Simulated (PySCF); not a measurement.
# Two-component Hartree-Fock for Au (gold, neutral)

Start: [Xe] 4f14 5d10 6s1; 6s1/2 filled at m_j = +1/2. Calculated with PySCF 2.14 in x2c-SVPall-2c (7s9p9d2f, 93 functions): generalised Hartree-Fock with the X2C-1e Hamiltonian and a Gaussian nucleus; one run each with spin-orbit coupling (SO) switched off, then screened by Boettger's factors.

```tsv
spinor shell	electrons	ε, spin-free (eV)	ε, screened SO (eV)	weight of nominal j (screened SO)	rms radius, screened SO (bohr)
1s1/2	2	-81171.1	-81140.4	1.000	0.0190
2s1/2	2	-14473.6	-14464.1	1.000	0.0769
2p1/2	2	-12525.5	-13847.5	1.000	0.0651
2p3/2	4	-12525.5	-12006.1	1.000	0.0731
3s1/2	2	-3484.6	-3481.5	1.000	0.196
3p1/2	2	-2910.5	-3205.2	1.000	0.188
3p3/2	4	-2910.5	-2792.5	1.000	0.204
3d3/2	4	-2286.9	-2337.4	1.000	0.180
3d5/2	6	-2286.9	-2250.4	1.000	0.183
4s1/2	2	-792.93	-792.08	1.000	0.432
4p1/2	2	-601.42	-672.83	1.000	0.438
4p3/2	4	-601.42	-572.73	1.000	0.471
4d3/2	4	-366.30	-377.06	1.000	0.487
4d5/2	6	-366.30	-358.33	1.000	0.496
5s1/2	2	-127.52	-127.47	1.000	1.000
4f5/2	6	-103.28	-105.11	1.000	0.544
4f7/2	8	-103.28	-101.34	1.000	0.546
5p1/2	2	-74.459	-86.098	1.000	1.13
5d3/2	4	-12.432	-13.606	0.997	1.68
5d5/2	6	-12.432	-11.701	0.998	1.78
6s1/2	1	-7.984	-8.016	1.000	3.29
```

Where does 5p3/2 lie, and what is the 5p spin-orbit splitting (screened SO)?

At -69.743 eV, 16.355 eV above 5p1/2.

```tsv
quantity	spin-free	screened SO
E (hartree)	-18996.48261	-19025.61461
M_J	1/2	1/2
⟨J²⟩	0.753	0.753
⟨L²⟩	0.000	0.146
⟨S²⟩	0.753	0.899
```

Breit and QED terms are absent; they matter most for the inner s and p1/2 levels.

Densities and radii are taken from the X2C orbitals without a picture-change correction, which distorts them close to the nucleus.

Without spin-orbit coupling the j labels of p, d and f shells carry no meaning; the spin-free column gives the mean over the occupied spinors of each nl shell.
